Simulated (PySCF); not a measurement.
Computed IR spectrum (relative IR intensity) of a molecule C2H8AlN. Coordinates come from a B3LYP-D3(BJ)/def2-SVP optimisation. The values are those of a single conformer. Level of theory: PySCF 2.14.0 with B3LYP-D3(BJ)/def2-SVP. Frequencies are harmonic and unscaled.

Lines under 2 % of the strongest are left out, and lines within 2 cm⁻¹ are merged.

ν (cm⁻¹): 187 (vw), 454 (vs), 682 (m), 705 (w), 753 (vs), 844 (s), 1217 (m), 1531 (m), 3010 (w), 3088 (w), 3106 (w), 3565 (w), 3649 (w) (against the strongest line: vs over 80 %, s over 45 %, m over 15 %, w over 4 %, vw less)

Question: Which structure fits?
A. C[N](C)[AlH2]
B. C[CH2][AlH][NH2]
C. [CH3][Al]([CH3])[NH2]
D. C[NH][AlH][CH3]

Answer: C, [CH3][Al]([CH3])[NH2]
